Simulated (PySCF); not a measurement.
The third ionisation energy along the 5d series

All values are computed (PySCF 2.14, energy differences of UHF-based or UKS calculations, no spin-orbit coupling). Values in eV. The last column holds reference values (NIST; (s) semi-empirical, (t) theoretical, else measured). Unmarked ones compare directly (S terms, centres of terms, or small fine structure); those marked * lie between the lowest fine-structure levels and include a spin-orbit shift.

| element | configurations | UHF | LDA | PBE0 | r2SCAN | MP2 (valence) | SCS-MP2 (valence) | reference |
| --- | --- | --- | --- | --- | --- | --- | --- | --- |
| W (aug-cc-pVQZ-PP with ECP60MDF, ECP) | [Xe] 4f14 5d4 → [Xe] 4f14 5d3 | 24.747 | 26.297 | 25.944 | 25.830 | 25.265 | 24.919 | 26 ± 0.4 (s) * |
| Re (aug-cc-pVQZ-PP with ECP60MDF, ECP) | [Xe] 4f14 5d5 → [Xe] 4f14 5d4 | 27.239 | 28.563 | 28.316 | 28.350 | 27.859 | 27.445 | 27 ± 1.6 (t) * |
| Os (aug-cc-pVQZ-PP with ECP60MDF, ECP) | [Xe] 4f14 5d6 → [Xe] 4f14 5d5 | 24.880 | 27.164 | 26.724 | 26.438 | 26.254 | 26.521 | 25 ± 1.6 (t) * |
| Pt (aug-cc-pVQZ-PP with ECP60MDF, ECP) | [Xe] 4f14 5d8 → [Xe] 4f14 5d7 | 29.093 | 31.426 | 30.914 | 30.846 | 30.802 | 30.851 | 29 ± 1.6 (t) * |

"Valence" correlates the outer s and p shells and, in groups 3 to 12 and the f block, the outer d or f shell, open or full, or the next shell where the ion has no valence electron left; the wider scheme adds the next inner shell.
